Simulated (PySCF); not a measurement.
## SnS₂, singlet: structure and spectrum

All numbers come from PBE0/[Sn def2-TZVP with ECP28, S def2-TZVP], scalar-relativistic core potentials, density fitting, no spin–orbit coupling, PySCF.

The structure is a minimum.

```xyz
3
charge 0 multiplicity 1, angstrom
Sn    0.0000    0.0000    0.0000
S     2.1765    0.0000    0.0000
S    -2.1765    0.0000    0.0000
```

| Quantity | Value |
| --- | --- |
| Point group | D∞h |
| Bond lengths | Sn–S 2.176 Å (×2) |
| Bond angles | S–Sn–S 180.0° |
| Enthalpy at 298.15 K above 0 K | 13.72 kJ/mol |
| Zero-point energy | 7.2 kJ/mol |
| Dipole moment | 0.00 D |
| Principal quadrupole moments (Buckingham, traceless) about the centre of mass | -8.14, 4.07, 4.07 D Å |
| Highest occupied level | -7.61 eV |
| Atomisation energy without zero-point energy | 717 kJ/mol |
| Principal polarisabilities | 49.4, 49.4, 131.0 bohr³ |
| Lowest empty level | -2.79 eV |
| Heat capacity Cp at 298.15 K | 55.8 J/(mol K) |
| Rotational symmetry number | 2 |
| Rotational constants | 0.05565 cm⁻¹ |
| Entropy at 298.15 K and 1 bar | 279.2 J/(mol K) |

Harmonic modes (masses in u: Sn 119.902, S 31.972):
```tsv
symmetry	ω (cm⁻¹)	IR (km/mol, summed over degenerate members)	μ (u)	type
πu	101	15.4	42.92	bend
σg+	447	0.0	31.97	stretch
σu+	556	72.0	42.92	stretch
```

In D∞h the vibrations span πu + σg+ + σu+. The σg+ mode carries no infrared intensity, as symmetry demands. With a centre of inversion only u modes can be infrared active and only g modes Raman active.

Charges (e):
```
atom  Mulliken  Löwdin  polar tensor  Mayer order to Sn1
 Sn1      0.75    0.02          0.97                   –
S2,3     -0.37   -0.01         -0.48                1.95
```

Mulliken populations on Sn1 (electrons outside its core potential): s 3.29, p 7.67, d 10.23, f 0.06.

Outer orbital energies (eV). occupied: -19.80, -19.49, -12.82, -9.74, -8.67, -8.67, -7.61, -7.61; empty: -2.79, -2.31, -2.31, 1.71.

Counting electrons, tin keeps none of its valence electrons outside its bonds, so the VSEPR class is AX2 and the expected shape is linear (D∞h), as computed.

The final relaxation and frequency run took of the order of 50 core-seconds on a shared host.
